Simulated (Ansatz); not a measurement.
AuCl₂ (the lowest doublet isomer of a short search), 3 atoms. Hardware: 4 threads of Arm Neoverse V1 on a shared host.

In the def2 sets Au takes a core potential; there is no spin–orbit coupling. Correlated methods freeze 10 core orbitals; core or outer-core shells of Au are correlated, in sets that lack core-valence functions.

Task: How many basis functions does each of these Ansatz runs have, and roughly what does it cost? r2SCAN-D4/def2-TZVPD, charge 0 doublet, energy, from earlier orbitals; r2SCAN-D4/def2-TZVP, charge 1 singlet at the geometry of the charge 0 doublet, energy, from earlier orbitals; CCSD(T)/def2-TZVPD, charge 0 doublet, energy, from earlier orbitals; PBE0-D4/def2-TZVPD, charge 0 doublet, energy, from earlier orbitals; r2SCAN-D4/def2-TZVP, charge 1 triplet at the geometry of the charge 0 doublet, energy, from earlier orbitals; ωB97X-V/def2-TZVP, charge 0 doublet, energy, from earlier orbitals; PBE0-D4/def2-TZVP, charge 0 quartet, relaxation, 21 steps; BLYP-D4/def2-TZVP, charge 0 quartet, energy, from earlier orbitals; revPBE-D4/def2-TZVP, charge 0 doublet, energy, from earlier orbitals; RPA@PBE/def2-TZVP, charge 0 quartet, energy, from earlier orbitals; CCSD(T)/def2-TZVPD, charge -1 singlet at the geometry of the charge 0 doublet, energy, from earlier orbitals; ωB97X-V/def2-TZVP, charge 0 quartet, energy, from earlier orbitals.

Result: Other jobs shared the machine, so times can vary by a factor of up to 3. A dash marks memory too small to be measured apart from the calling script's.

```
                                                                                                         run  functions  fitting or Cholesky vectors  wall time  peak host memory (GiB)
                                          RPA@PBE/def2-TZVP, charge 0 quartet, energy, from earlier orbitals        114                          792      2.5 s                       –
                                          BLYP-D4/def2-TZVP, charge 0 quartet, energy, from earlier orbitals        114                          870      3.2 s                       –
r2SCAN-D4/def2-TZVP, charge 1 triplet at the geometry of the charge 0 doublet, energy, from earlier orbitals        114                          870      4.4 s                       –
                                        revPBE-D4/def2-TZVP, charge 0 doublet, energy, from earlier orbitals        114                          870      5.5 s                       –
CCSD(T)/def2-TZVPD, charge -1 singlet at the geometry of the charge 0 doublet, energy, from earlier orbitals        135                          909        7 s                    0.64
r2SCAN-D4/def2-TZVP, charge 1 singlet at the geometry of the charge 0 doublet, energy, from earlier orbitals        114                          870      7.5 s                       –
                                         PBE0-D4/def2-TZVPD, charge 0 doublet, energy, from earlier orbitals        135                         1027       12 s                    0.59
                                          ωB97X-V/def2-TZVP, charge 0 quartet, energy, from earlier orbitals        114                          887       20 s                    0.57
                                       r2SCAN-D4/def2-TZVPD, charge 0 doublet, energy, from earlier orbitals        135                          928       22 s                       –
                                         CCSD(T)/def2-TZVPD, charge 0 doublet, energy, from earlier orbitals        135                          909       28 s                     1.4
                                          ωB97X-V/def2-TZVP, charge 0 doublet, energy, from earlier orbitals        114                          887       31 s                    0.56
                                                   PBE0-D4/def2-TZVP, charge 0 quartet, relaxation, 21 steps        114                          947       79 s                       –
```
